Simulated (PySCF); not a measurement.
**One molecule, many functionals**

Species: C3H8OSi.
SMILES: `O([SiH3])/C=C/C`

Linear-response calculations in the def2-SVPD basis (PySCF; singlets by full response, triplets Tamm–Dancoff, core orbitals frozen in the response; HF means time-dependent Hartree–Fock). 'Strongest' is the level of largest summed f among the singlets computed (10 roots, of which the last may lack a degenerate partner); it can jump between rows when another state enters that window. S1 is the lowest singlet of each run and needn't be the same state throughout; f(S1) is that of one state. Geometry: PBE0-D3(BJ)/def2-SVP, one conformer, isolated molecule.

```tsv
functional	kind	S1 (eV)	f(S1)	strongest (eV)	T1 (eV)	HOMO (eV)	gap (eV)	ionisation energy, ΔSCF (eV)
LDA	LDA	4.81	0.000	6.18	4.43	-5.61	4.77	8.74
PBE	GGA	4.87	0.000	6.20	4.25	-5.45	4.84	8.54
B3LYP	global hybrid, 20% exact exchange	5.50	0.000	6.63	4.25	-6.40	6.42	8.69
PBE0	global hybrid, 25% exact exchange	5.66	0.001	6.74	4.19	-6.60	6.84	8.65
CAM-B3LYP	range-separated hybrid	6.14	0.003	6.80	4.20	-7.93	9.08	8.75
wB97X-D	range-separated hybrid	6.26	0.004	6.84	4.33	-8.44	10.43	8.71
LC-wPBE	range-separated hybrid	6.80	0.005	6.94	4.08	-9.26	11.46	8.81
HF	Hartree–Fock	7.14	0.022	7.24	3.75	-9.18	11.62	not settled
```

What does BHandHLYP (global hybrid, 50% exact exchange) give?

S1 (eV) 6.30, f(S1) 0.003, strongest (eV) 6.96, T1 (eV) 4.15, HOMO (eV) -7.64, gap (eV) 8.66, ionisation energy, ΔSCF (eV) 8.61. S1 runs from 4.81 eV (LDA) to 7.14 eV (HF), a spread of 2.33 eV, while the orbital gap spreads over 6.8 eV. Along PBE (0%), B3LYP (20%), PBE0 (25%), BHandHLYP (50%), HF (100%) S1 rises with the share of exact exchange. −ε(HOMO) comes closest to its own ΔSCF ionisation energy with wB97X-D (-0.26 eV) and misses most with LDA (-3.13 eV). 'Not settled' means that the ion's SCF failed to converge or may have ended in another state than the lowest.
